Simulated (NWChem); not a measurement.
ethylene carbonate (C3H4O3); SMILES O=C1OCCO1

```xyz
10

O      0.0000     0.0000    -2.0365
C      0.0000     0.0000    -0.8418
O      0.0953    -1.1143    -0.0618
C     -0.1193    -0.7583     1.3096
C      0.1193     0.7583     1.3096
O     -0.0953     1.1143    -0.0618
H      0.5841    -1.3148     1.9320
H     -1.1450    -1.0233     1.5892
H     -0.5841     1.3148     1.9320
H      1.1450     1.0233     1.5892
```
Atoms are numbered in this order, from 1.

Computed with NWChem. Structure relaxed at the B3LYP/6-31G* (spherical d) level. Level: M05-2X/def2-SVP with SMD (1 M gas to 1 M solution), gas-phase geometry.

For solvent water:

```
Quantity                                     Result
-------------------------------------------  ------
solvation free energy (kcal/mol)               -9.4
cavity-dispersion-structure term (kcal/mol)     4.5
dipole in solution (D)                         7.34
```

**Question.** What are these values for solvent 1,4-dioxane?

**Answer.** 
- solvation free energy (kcal/mol): -6.1
- cavity-dispersion-structure term (kcal/mol): -1.5
- dipole in solution (D): 6.25
